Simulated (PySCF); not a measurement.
Al(Me)3(OH2) (C3H11AlO), SMILES [CH3][Al]([CH3])([CH3])<-[OH2] (connectivity only; charge and spin as stated), neutral, multiplicity 1.

Geometry optimised at B3LYP-D3(BJ)/def2-SVP. The isomer is the one that the SMILES or the coordinates give; other isomers of the formula were not compared. The values are those of a single conformer.

Method: B3LYP-D3(BJ)/def2-SVP run with PySCF.

Frequencies are harmonic and unscaled.

| mode | ν (cm⁻¹) | IR (km/mol) | moving atoms (share of kinetic energy) |
|---|---|---|---|
| 1 | 87 | 18.9 | H 90 % |
| 2 | 93 | 6.8 | H 98 % |
| 3 | 106 | 0.1 | H 91 % |
| 4 | 107 | 4.7 | H 94 % |
| 5 | 132 | 7.0 | H 39 %, C 35 %, O 26 % |
| 6 | 140 | 11.4 | H 44 %, C 34 %, O 21 % |
| 7 | 166 | 0.8 | H 39 %, C 38 %, Al 19 % |
| 8 | 174 | 2.5 | H 37 %, C 27 %, Al 22 %, O 13 % |
| 9 | 178 | 20.9 | H 39 %, C 33 %, Al 19 %, O 9 % |
| 10 | 348 | 22.7 | O 58 %, Al 31 %, H 9 % |
| 11 | 423 | 287.6 | H 83 %, O 16 % |
| 12 | 487 | 0.0 | H 89 % |
| 13 | 516 | 3.4 | C 74 %, H 22 % |
| 14 | 563 | 0.0 | H 85 %, C 15 % |
| 15 | 582 | 8.5 | H 68 %, C 26 % |
| 16 | 599 | 4.2 | H 42 %, C 40 %, Al 17 % |
| 17 | 639 | 19.9 | H 48 %, C 35 %, Al 17 % |
| 18 | 666 | 5.4 | H 73 %, C 19 % |
| 19 | 714 | 117.5 | H 63 %, C 23 %, Al 14 % |
| 20 | 748 | 192.0 | H 50 %, Al 27 %, C 22 % |
| 21 | 755 | 194.8 | H 52 %, Al 27 %, C 19 % |
| 22 | 1217 | 33.2 | H 79 %, C 21 % |
| 23 | 1219 | 40.8 | H 79 %, C 21 % |
| 24 | 1220 | 8.6 | H 80 %, C 20 % |
| 25 | 1429 | 0.3 | H 95 % |
| 26 | 1430 | 0.5 | H 95 % |
| 27 | 1432 | 0.6 | H 95 % |
| 28 | 1440 | 0.1 | H 96 % |
| 29 | 1442 | 1.1 | H 96 % |
| 30 | 1443 | 1.5 | H 96 % |
| 31 | 1600 | 80.6 | H 93 % |
| 32 | 2991 | 20.4 | H 97 % |
| 33 | 2992 | 11.7 | H 97 % |
| 34 | 3001 | 9.6 | H 97 % |
| 35 | 3067 | 15.1 | H 91 %, C 9 % |
| 36 | 3067 | 44.2 | H 91 %, C 9 % |
| 37 | 3071 | 0.2 | H 91 %, C 9 % |
| 38 | 3072 | 36.6 | H 91 %, C 9 % |
| 39 | 3077 | 29.4 | H 91 %, C 9 % |
| 40 | 3086 | 27.0 | H 91 %, C 9 % |
| 41 | 3769 | 62.2 | H 96 % |
| 42 | 3862 | 129.2 | H 93 % |
